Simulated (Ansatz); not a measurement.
Start from `C=C[SiH](F)N[SiH2]F` and change one atom or group to get `C=C[SiH](F)S[SiH2]Cl`.

Ansatz, PBE0-D4/def2-TZVP geometries, multiplicity 1. Each molecule was computed in one conformer, which needn't be the lowest.

```tsv
property	`C=C[SiH](F)N[SiH2]F`
HOMO energy (PBE0/def2-TZVPP) / eV	-8.28
HOMO energy (ωB97M-V/def2-TZVPP) / eV	-10.53
size of the dipole moment (PBE/def2-TZVPP) / D	0.38
LUMO energy (ωB97M-V/def2-TZVPP) / eV	1.08
LUMO energy (PBE0/def2-TZVPP) / eV	-0.93
HOMO–LUMO gap (B3LYP/def2-TZVPP) / eV	6.89
```

Q: Give the same properties after the change, and the shifts. (Best estimate.)

A: The calculation gave: 
| property | `C=C[SiH](F)S[SiH2]Cl` | shift |
| --- | --- | --- |
| HOMO energy (PBE0/def2-TZVPP) / eV | -8.03 | 0.25 |
| HOMO energy (ωB97M-V/def2-TZVPP) / eV | -10.19 | 0.34 |
| size of the dipole moment (PBE/def2-TZVPP) / D | 1.15 | 0.77 |
| LUMO energy (ωB97M-V/def2-TZVPP) / eV | 0.94 | -0.14 |
| LUMO energy (PBE0/def2-TZVPP) / eV | -1.11 | -0.18 |
| HOMO–LUMO gap (B3LYP/def2-TZVPP) / eV | 6.47 | -0.42 |

With PBE0 the HOMO rises by 0.25 eV and the LUMO falls by 0.18 eV, so the gap narrows by about 0.43 eV. PBE moves the HOMO by 0.23 eV and ωB97M-V by 0.34 eV. Dipoles are sizes alone; their direction can turn.

B3LYP here is the variant with VWN-RPA as its local correlation; programs differ in this.
